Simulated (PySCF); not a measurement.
F₆S, SMILES FS(F)(F)(F)(F)F. Atoms are numbered in the order given.

```xyz
7

F      0.0000    -1.5937     0.0000
S      0.0000     0.0000     0.0000
F      1.5937     0.0000     0.0000
F      0.0000     0.0000     1.5937
F     -1.5937     0.0000     0.0000
F      0.0000     0.0000    -1.5937
F      0.0000     1.5937     0.0000
```
Charge 0, spin multiplicity 1.

Geometry: TPSSh-D3(BJ)/def2-SVP.

Computed with CAM-B3LYP/def2-TZVP (PySCF).

ESP charges are fitted to the potential on shells at 1.4 to 2.0 van der Waals radii. Atomic charges (e):

| atom | ESP fit | meta-Löwdin |
|---|---|---|
| F1 | -0.12 | -0.40 |
| S2 | 0.74 | 2.42 |
| F3 | -0.12 | -0.40 |
| F4 | -0.12 | -0.40 |
| F5 | -0.12 | -0.40 |
| F6 | -0.12 | -0.40 |
| F7 | -0.12 | -0.40 |

Computed Mayer and Wiberg (Löwdin basis) orders of the bonds:
```csv
bond,Mayer,Wiberg
F1–S2,1.08,1.41
S2–F3,1.08,1.41
S2–F4,1.08,1.41
S2–F5,1.08,1.41
S2–F6,1.08,1.41
S2–F7,1.08,1.41
```
